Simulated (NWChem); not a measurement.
CH₅ClOSi; SMILES CO[SiH2]Cl

```xyz
9

Si     0.8786    -0.0783     0.0443
Cl    -0.4937    -1.6281    -0.0421
O      0.1884     1.3292    -0.4625
C     -0.9115     1.9657     0.1348
H      1.9918    -0.3649    -0.8887
H      1.3230     0.0161     1.4634
H     -0.7096     2.2332     1.1879
H     -1.1229     2.8916    -0.4198
H     -1.8127     1.3291     0.1051
```
Atoms are numbered in this order, from 1.

Program: NWChem. Geometry: optimised at PBE0/def2-SVP. Level: PBE0/def2-SVP with SMD (1 M gas to 1 M solution), gas-phase geometry. Reactions with the solvent are ignored.

**Question.** Predict the results for solvent 1-octanol. Quantities: solvation free energy (kcal/mol); cavity-dispersion-structure term (kcal/mol); dipole in solution (D).

**Answer.** solvation free energy (kcal/mol): -2.5
cavity-dispersion-structure term (kcal/mol): 0.1
dipole in solution (D): 1.82
